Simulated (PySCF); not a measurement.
PySCF input file for BH, SMILES [BH] (connectivity only; charge and spin as stated), charge +1, multiplicity 2, B3LYP-D3(BJ)/def2-TZVPD. The structure is a stationary point at B3LYP-D3(BJ)/def2-TZVPD. The multiplicity is an assumed one; other spin states were not compared.

```python
import numpy as np
from pyscf import gto, scf, dft, df
from pyscf.hessian import thermo

mol = gto.M(
    atom='''
    B     0.00000000    0.00000000   -0.20073110
    H     0.00000000    0.00000000    1.00365550
    ''',
    basis='def2-TZVPD',
    charge=1,
    spin=1,
    max_memory=1600,
    verbose=3,
)
mf = dft.UKS(mol, xc='b3lyp').density_fit(auxbasis='def2-universal-jkfit')
mf.disp = 'd3bj'
mf.grids.level = 3
mf.conv_tol = 1e-11
mf.max_cycle = 100
mf.kernel()
fine, coarse = mf.grids, dft.Grids(mol).set(level=1).build(with_non0tab=True)
for _ in range(3):  # follow internal instabilities
    mf.grids = coarse
    mo, _, stable, _ = mf.stability(return_status=True, nroots=4)
    mf.grids = fine
    if stable:
        break
    mf.kernel(mf.make_rdm1(mo, mf.mo_occ))

# analytic Hessian; the response equations are solved on a coarser grid
h, args, fine = mf.Hessian(), (mf.mo_energy, mf.mo_coeff, mf.mo_occ), mf.grids
h.max_memory = max(150, 2.5e-5 * df.make_auxmol(mol, mf.with_df.auxbasis).nao * mol.nelec[0] * (mol.nelec[0] + mol.nao))  # MB; small integral blocks
h1ao = h.make_h1(mf.mo_coeff, mf.mo_occ)
mf.grids = dft.Grids(mol).set(level=1).build(with_non0tab=True)
mo1, mo_e1 = h.solve_mo1(*args, h1ao)
mf.grids = fine
hess = h.hess_elec(*args, mo1, mo_e1, h1ao) + h.hess_nuc()
if mf.do_disp():
    hess += h.get_dispersion()
for i in range(mol.natm):  # the analytic DFT Hessian lacks the response of the grid: restore translational invariance
    hess[i, i] -= hess[i].sum(axis=0)
hess = (hess + hess.transpose(1, 0, 3, 2)) / 2
vib = thermo.harmonic_analysis(mol, hess, imaginary_freq=False)
thermo.dump_normal_mode(mol, vib)
th = thermo.thermo(mf, vib['freq_au'][vib['freq_au'] > 0], 298.15, 101325)
thermo.dump_thermo(mol, th)
g0 = mf.nuc_grad_method().set(verbose=0).kernel()

# dipole derivatives [dipole axis, atom, xyz] from the same response
r, irp = mol.intor('int1e_r'), mol.intor('int1e_irp').reshape(3, 3, mol.nao, mol.nao)
sl, dm0, ok = mol.aoslice_by_atom(), np.array(mf.make_rdm1()), []
dmu = np.einsum('a,xt->xat', mol.atom_charges(), np.eye(3))
for a, (_, _, p0, p1) in enumerate(sl):
    dmu[:, a] += 2 * np.einsum('xtij,ij->xt', irp[:, :, :, p0:p1], dm0.reshape(-1, mol.nao, mol.nao).sum(0)[:, p0:p1])
    for u, c, occ, f in zip(mo1, mf.mo_coeff, mf.mo_occ, (2, 2)):
        dmu[:, a] -= f * np.einsum('tui,xuv,vi->xt', u[a], r, c[:, occ > 0], optimize=True)
L = vib['norm_mode']
ir = 974.8801 * (np.einsum('xat,kat->kx', dmu, L) ** 2).sum(1)       # km/mol
apt = np.einsum('xax->a', dmu) / 3
print('mode   freq/cm-1   IR/(km/mol)')
for k, w in enumerate(vib['freq_wavenumber']):
    print(f'{k + 1:4d} {w:11.2f} {ir[k]:13.3f}')
print('max |gradient| / (hartree/bohr):', abs(g0).max())
print('APT charges:', apt.round(4))
```

Output:

```

WARN: HOMO -0.216906029344068 >= LUMO -0.216906029344067

converged SCF energy = -24.9439474257131  <S^2> = 0.75210354  2S+1 = 2.0021024
<class 'pyscf.df.df_jk.DFUKS'> wavefunction is stable in the internal stability analysis

WARN: DFTD3 does not support analytical Hessian, using finite difference


WARN: Mole.unit (angstrom) is changed to Bohr

Mode                                 0
Irrep
Freq [cm^-1]                     2537.3183
Reduced mass [au]                   1.0925
Force const [Dyne/A]                4.1440
Char temp [K]                    3650.6361
Normal mode                   x     y     z
       0   B                 0.00  0.00 -0.09
       1   H                 0.00  0.00  0.95
temperature 298.1500 [K]
pressure 101325.00 [Pa]
Rotational constants [GHz] inf 377.87062 377.87062
Symmetry number 1
Zero-point energy (ZPE) 0.00578 [Eh]   15176.534 [J/mol]
                           tot       elec      trans        rot        vib
Entropy [J/mol/K]       176.903      5.763    139.546     31.593      0.001
Cv [J/mol/K]             20.792      0.000     12.472      8.314      0.006
Cp [J/mol/K]             29.107      0.000     20.786      8.314      0.006
Internal energy [J/mol]                      3718.434   2478.956  15176.680
Internal energy [Eh]   -24.93581  -24.94395
Enthalpy [J/mol]                             6197.391   2478.956  15176.680
Enthalpy [Eh]          -24.93486
Gibbs free energy [J/mol]                  -35408.310  -6940.474  15176.522
Gibbs free energy [Eh] -24.95495
mode   freq/cm-1   IR/(km/mol)
   1     2537.32        65.606
max |gradient| / (hartree/bohr): 1.0459402114095747e-05
APT charges: [0.79 0.21]
```

The calculation finished and met its thresholds.
